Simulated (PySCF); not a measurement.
# Telling isomers of C$_{6}$H$_{11}$NSi apart by NMR

A single conformation, non-relativistic, rapidly exchanging positions averaged, isolated molecule. Structure optimised with GFN2-xTB; GIAO PBE0/pcSseg-1 shieldings; PySCF 2.14.0 with density-fitted response routines.

Shifts are taken against calculated references (same method and geometry level): 1H (σref 31.72) and 13C (σref 186.93) vs TMS. Where no couplings were computed, multiplicities follow the n + 1 count of equivalent neighbours, and m marks all less simple cases (inequivalent or close neighbours, rings, F or P nearby). Shifts are as computed. Against solution values, carbons near 30 ppm lie about +3 ppm off and those near 130 ppm about +5 ppm. Of 1313 compounds with measured shifts, 239 miss one by over three times the rms of a fit or turn the order of signals round; such compounds aren't used in these exercises.

(1) Tabulate the signals of `C[SiH2]C/C=C\CC#N`, `CC[Si@H]1C[C@H](C#N)C1` and their relative energies.

(2) What is the quickest way to tell C[SiH2]C/C=C\CC#N from CC[Si@H]1C[C@H](C#N)C1?

Results:

(1) 
```tsv
SMILES	carbon types	δC	δH	E rel. (kcal/mol)
C[SiH2]C/C=C\CC#N	1×C 2×CH 2×CH2 1×CH3	140.2, 123.4, 122.8, 18.6, 16.1, -5.7	6.21 (m, 1H), 5.55 (m, 1H), 4.31 (m, 2H), 2.99 (d, 2H), 1.78 (m, 2H), 0.20 (t, 3H)	4.2
CC[Si@H]1C[C@H](C#N)C1	1×C 1×CH 3×CH2 1×CH3	130.0, 20.0, 18.7, 11.9, 9.2	5.12 (m, 1H), 3.05 (m, 1H), 1.82 (m, 2H), 1.76 (m, 2H), 1.11 (m, 3H), 0.98 (m, 2H)	0.0
```

Energies are electronic energies at PBE0/pcSseg-1 on these geometries, without zero-point or thermal terms, each for the one conformer computed, which needn't be the lowest.

(2) Count the carbon signals: 6 against 5. The first has an alkene CH at 140.2 ppm, the second an sp3 CH α to a nitrile at 18.7 ppm. Their most deshielded carbons lie at 140.2 and 130.0 ppm. In the proton spectra the most deshielded non-exchanging signals are 6.21 (m, 1H) and 5.12 (m, 1H).
